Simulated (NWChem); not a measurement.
Species: AlClF2; SMILES [F][Al]([F])[Cl]

```xyz
4

Al     0.0000     0.0000     0.4211
F      0.0000    -1.4183     1.2575
F      0.0000     1.4183     1.2575
Cl     0.0000     0.0000    -1.6454
```
Atoms are numbered in this order, from 1.

Program: NWChem. Pople sets run with spherical d functions. Structure relaxed at the PBE0/def2-SVP level. Vzz is the largest principal value of the second derivative of the potential at the nucleus (NWChem prints the opposite sign); η is the asymmetry. Non-relativistic.

```json
[
 {"level": "PBE0/6-31G*", "Vzz Al1 (a.u.)": "0.748", "η Al1": "0.23", "Vzz Cl4 (a.u.)": "1.560", "η Cl4": "0.27", "relative time": "1"},
 {"level": "PBE0/cc-pVTZ", "Vzz Al1 (a.u.)": "1.031", "η Al1": "0.14", "Vzz Cl4 (a.u.)": "1.424", "η Cl4": "0.32", "relative time": "8"},
 {"level": "CAM-B3LYP/def2-SVP", "Vzz Al1 (a.u.)": "0.803", "η Al1": "0.15", "Vzz Cl4 (a.u.)": "1.498", "η Cl4": "0.26", "relative time": "2"},
 {"level": "CAM-B3LYP/def2-TZVP", "Vzz Al1 (a.u.)": "1.025", "η Al1": "0.14", "Vzz Cl4 (a.u.)": "1.558", "η Cl4": "0.33", "relative time": "20"}
]
```

The last column is a rough cost ratio, cheapest run = 1.
